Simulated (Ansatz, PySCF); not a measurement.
Sn(Me)2(Cl)2 anion (C2H6Cl2Sn), SMILES [CH3][Sn]([CH3])([Cl])[Cl] (connectivity only; charge and spin as stated), charge -1, multiplicity 2. Atoms are numbered in the order given.

```xyz
11

C      1.5964    -1.5585     0.1343
Sn    -0.0145    -0.1002    -0.0458
C     -1.7976    -1.2353    -0.5809
Cl     0.5690     0.5825    -2.5040
Cl    -0.5482    -0.0307     2.5152
H      1.3240    -2.2823     0.9155
H      2.5382    -1.0659     0.4094
H      1.7194    -2.0618    -0.8350
H     -2.6648    -0.5706    -0.6872
H     -1.9961    -1.9661     0.2158
H     -1.6113    -1.7448    -1.5369
```
Charge -1, spin multiplicity 2.

Coordinates come from a PBE0-D3(BJ)/def2-SVPD optimisation. The spin state was assumed, not searched. The isomer is the one that the SMILES or the coordinates give; other isomers of the formula were not compared. The def2 effective core potentials stand for the cores of Sn; spin–orbit coupling is left out.

Two levels are set side by side: PBE-D3(BJ)/def2-SVPD (Ansatz, a quantum-chemistry and plane-wave program) and PBE0-D3(BJ)/def2-SVPD (Ansatz). Each level has its own optimised geometry; the coordinates shown are those of the second. Frequencies come from the Hessian of PySCF at each geometry. Differences are taken from unrounded values.

```
quantity                            PBE0-D3(BJ)
----------------------------------  -----------
mean bond length (Å)                      1.619
bond C1–Sn2 (Å)                           2.180
bond Sn2–C3 (Å)                           2.180
bond Sn2–Cl4 (Å)                          2.617
bond Sn2–Cl5 (Å)                          2.617
bond C1–H6 (Å)                            1.099
bond C1–H7 (Å)                            1.098
bond C1–H8 (Å)                            1.099
bond C3–H9 (Å)                            1.098
bond C3–H10 (Å)                           1.099
bond C3–H11 (Å)                           1.099
highest harmonic wavenumber (cm⁻¹)         3169
mean harmonic wavenumber (cm⁻¹)            1172
zero-point energy (kcal/mol)              45.22
```

Question: What does PBE-D3(BJ) give, and how far is it from PBE0-D3(BJ)? (Estimate from the structure and the level; the computed values follow.)

Answer: 
| quantity | PBE-D3(BJ) | PBE-D3(BJ) minus PBE0-D3(BJ) |
|---|---|---|
| mean bond length (Å) | 1.635 | 0.017 |
| bond C1–Sn2 (Å) | 2.213 | 0.032 |
| bond Sn2–C3 (Å) | 2.213 | 0.032 |
| bond Sn2–Cl4 (Å) | 2.646 | 0.029 |
| bond Sn2–Cl5 (Å) | 2.646 | 0.029 |
| bond C1–H6 (Å) | 1.107 | 0.008 |
| bond C1–H7 (Å) | 1.105 | 0.007 |
| bond C1–H8 (Å) | 1.107 | 0.008 |
| bond C3–H9 (Å) | 1.105 | 0.007 |
| bond C3–H10 (Å) | 1.107 | 0.008 |
| bond C3–H11 (Å) | 1.107 | 0.008 |
| highest harmonic wavenumber (cm⁻¹) | 3086 | -83 |
| mean harmonic wavenumber (cm⁻¹) | 1130 | -42 |
| zero-point energy (kcal/mol) | 43.61 | -1.61 |

Exact exchange shortens and stiffens bonds; PBE has none. Differences between two approximate levels are no errors against the true value.
